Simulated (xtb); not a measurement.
C5H9B, SMILES CB1C=CCC1. All values are semi-empirical tight-binding results from xtb (GFN2-xTB unless named), good for trends rather than for accurate numbers. The structure is a stationary point at GFN2-xTB. The values are those of a single conformer.

Optimised geometry:

Bond lengths (Å): C1–B2 1.573, C1–H7 1.090, C1–H8 1.087, C1–H9 1.089, B2–C3 1.540, B2–C6 1.588, C3–C4 1.340, C3–H10 1.080, C4–C5 1.492, C4–H11 1.082, C5–C6 1.540, C5–H12 1.093, C5–H13 1.093, C6–H14 1.091, C6–H15 1.091. Bond angles (°): B2–C1–H7 110.3, B2–C1–H8 113.6, B2–C1–H9 111.5, H7–C1–H8 107.3, H7–C1–H9 105.9, H8–C1–H9 107.8, C1–B2–C3 128.8, C1–B2–C6 126.2, C3–B2–C6 105.1, B2–C3–C4 109.5, B2–C3–H10 129.2, C4–C3–H10 121.3, C3–C4–C5 114.8, C3–C4–H11 125.6, C5–C4–H11 119.6, C4–C5–C6 105.6, C4–C5–H12 110.1, C4–C5–H13 110.1, C6–C5–H12 112.1, C6–C5–H13 112.2, H12–C5–H13 106.7, B2–C6–C5 105.0, B2–C6–H14 112.7, B2–C6–H15 112.7, C5–C6–H14 110.6, C5–C6–H15 110.6, H14–C6–H15 105.5.

A frequency run showed that this geometry is not a minimum.

```
Quantity                                        Value
--------------------------------------  -------------
orbital gap                                   3.85 eV
dipole moment                                  0.77 D
static polarisability (D4 model)           68.0 bohr³
solvation energy, GFN2-xTB/ALPB(water)  -0.5 kcal/mol
solvation energy, GFN2-xTB/ALPB(chcl3)  -4.7 kcal/mol
```

Computed IR lines (harmonic; lines under 4 % of the strongest left out, lines within 3 cm⁻¹ merged):
ν (cm⁻¹): 654 (m), 768 (w), 829 (vs), 929 (m), 970 (w), 1100 (w), 1119 (w), 1151 (vs), 1176 (vs), 1237 (s), 1289 (w), 1335 (s), 1388 (m), 1468 (m), 1606 (vs), 2935 (m), 2964 (m), 2974 (s), 2997 (m), 3002 (m), 3018 (m), 3038 (m), 3049 (s), 3079 (vs) (against the strongest line: vs over 80 %, s over 45 %, m over 15 %, w over 4 %, vw less). 1 imaginary mode(s) remain.

Computed atomic charges and the Wiberg bond orders between heavy atoms:
charges (e) C1 -0.19, B2 0.24, C3 -0.12, C4 -0.02, C5 -0.06, C6 -0.15, H7 0.04, H8 0.03, H9 0.04, H10 0.02, H11 0.02, H12 0.04, H13 0.04, H14 0.04, H15 0.04. Bond orders C1–B2 1.04, B2–C3 1.08, C3–C4 1.83, C4–C5 1.04, B2–C6 1.01, C5–C6 1.00.
